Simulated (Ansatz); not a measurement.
Computed with Ansatz on PBE0-D4/def2-TZVP structures; ΔE is electronic, products minus reactants. CBS: MP2 limit from def2 TZ/QZ plus the TZ coupled-cluster correction, frozen cores. This one scheme is used for every species, atoms too. Functionals use def2-TZVPP. No spin–orbit coupling; open shells (•) take unrestricted orbitals. Spin–orbit coupling would lower the free atoms: a little for Al; strongly for I. Elements past krypton have def2 core potentials. For I outer-core shells are correlated without core-valence functions, so the limit isn't a true one: a few kJ/mol of doubt a bond, and 10 to 20 or more in all where bonds break to atoms.

`[Al][I]` → Al• + I•  (atomization)

```csv
level,ΔE (kJ/mol),difference from CCSD(T)/CBS
BLYP-D4,379.1,-15.6
BHLYP-D4,370.1,-24.6
ωB97M-V,387.8,-6.9
PBE,387.2,-7.5
revPBE,369.5,-25.2
PBE0,379.7,-15.0
RPA@PBE/def2-TZVPP,332.5,-62.2
CCSD(T)/def2-SVP,355.4,-39.3
MP2/def2-TZVPP,393.3,-1.4
SCS-MP2/def2-TZVPP,378.3,-16.4
CCSD(T)/CBS,394.7,0
```

Largest T1 diagnostic among the species: 0.018.

In def2-TZVPP, CCSD(T) changes the Hartree–Fock value by +96.4 kJ/mol (the triples alone add +12.7 kJ/mol) and MP2 by +116.5 kJ/mol; breaking electron pairs costs correlation energy, which Hartree–Fock lacks. At CCSD(T), def2-SVP lies −39.3 kJ/mol from the extrapolated value and def2-TZVPP −21.5 kJ/mol: correlation converges slowly with the basis, and small sets miss more of it in the bonded molecule than in its fragments.

For atomizations the MP2-based limit and the directly extrapolated one differ by several kJ/mol either way, and by 10 to 25 for some Ge, Se and Sn compounds, so smaller differences from it don't rank the levels.
